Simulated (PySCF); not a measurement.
Compound: C₄H₃IS.
SMILES: `Ic1cccs1`

Method: PySCF, PBE0-D3(BJ)/def2-SVP geometry optimisation, gas phase, def2 core potentials past Kr.

Masses are those of the commonest isotopes; rigid-rotor values at the optimised geometry. 

Task: Give the principal moments of inertia and the rotational constants in MHz.

Result: Ia = 93.39, Ib = 604.97, Ic = 698.36 u·Å²; 505379 MHz·u·Å²/I gives A = 5411, B = 835.4, C = 723.7 MHz.

Task: Classify the top.

Result: A near-prolate asymmetric top; Ray's κ = -0.952.

Task: Is it planar, by Δ = Ic − Ia − Ib?

Result: Planar: Δ = Ic − Ia − Ib = 0.00 u·Å². For a rigid frame Δ = −2 Σ m c², so it vanishes when all atoms lie in the ab plane; here none is more than 0.01 Å from it.

Task: List the rotational levels J(Ka,Kc) to J = 5 (cm⁻¹).

Result: Above 0(0,0):
J = 1: 1(0,1) 0.0520, 1(1,1) 0.2046, 1(1,0) 0.2084
J = 2: 2(0,2) 0.1559, 2(1,2) 0.3049, 2(1,1) 0.3161, 2(2,1) 0.7740, 2(2,0) 0.7741
J = 3: 3(0,3) 0.3117, 3(1,3) 0.4553, 3(1,2) 0.4777, 3(2,2) 0.9300, 3(2,1) 0.9304, 3(3,1) 1.7026, 3(3,0) 1.7026
J = 4: 4(0,4) 0.5190, 4(1,4) 0.6557, 4(1,3) 0.6930, 4(2,3) 1.1380, 4(2,2) 1.1390, 4(3,2) 1.9108, 4(3,1) 1.9108, 4(4,1) 2.9922, 4(4,0) 2.9922
J = 5: 5(0,5) 0.7777, 5(1,5) 0.9062, 5(1,4) 0.9620, 5(2,4) 1.3979, 5(2,3) 1.4002, 5(3,3) 2.1710, 5(3,2) 2.1710, 5(4,2) 3.2523, 5(4,1) 3.2523, 5(5,1) 4.6427, 5(5,0) 4.6427

Task: Which lines would a microwave search look for?

Result: The dipole components are |μa| = 1.07 D, |μb| = 0.56 D, |μc| = 0.00 D; the mirror of this Cs structure is the ab plane, so μc vanishes by symmetry and there are no c-type lines. Intensities carry the squares of the components, which stand as 1.00 : 0.27 (a : b). Some lines, for components of 0.1 D or more:

```
type  branch         J(Ka,Kc)    MHz  lower level (cm⁻¹)
   a       R  2(1,2) ← 1(1,1)   3006               0.205
   a       R  3(1,3) ← 2(1,2)   4508               0.305
   b       Q  1(1,0) ← 1(0,1)   4688               0.052
   b       Q  3(1,2) ← 3(0,3)   4976               0.312
   b       Q  5(1,4) ← 5(0,5)   5526               0.778
   a       R  4(3,1) ← 3(3,0)   6240               1.703
   a       R  5(4,2) ← 4(4,1)   7800               2.992
   a       R  5(1,4) ← 4(1,3)   8065               0.693
   b       R  3(1,3) ← 2(0,2)   8975               0.156
   b       Q  3(2,1) ← 3(1,2)  13572               0.478
   b       Q  2(2,0) ← 2(1,1)  13730               0.316
   b       R  2(2,0) ← 1(1,1)  17072               0.205
   b       R  5(2,3) ← 4(1,4)  22319               0.656
   b       Q  5(3,2) ← 5(2,3)  23108               1.400
   b       Q  3(3,0) ← 3(2,1)  23151               0.930
   b       R  3(3,0) ← 2(2,1)  27838               0.774
   b       R  5(3,2) ← 4(2,3)  30969               1.138
   b       Q  5(4,1) ← 5(3,2)  32417               2.171
   b       R  5(4,2) ← 4(3,1)  40219               1.911
   b       Q  5(5,1) ← 5(4,2)  41683               3.252
```

Task: Estimate the classical rotational partition function at 10 K, 100 K and 500 K.

Result: Point group Cs, symmetry number σ = 1; q = (√π/σ)·√((kT/h)³/(ABC)), k/h = 20836.6 MHz/K: 2950 at 10 K, 93200 at 100 K, 1040000 at 500 K.

Stationary, but not proved a minimum. Constants of a rigid frame at the computed geometry: no zero-point averaging, no centrifugal distortion. Quadrupole hyperfine structure (127I) is left out.
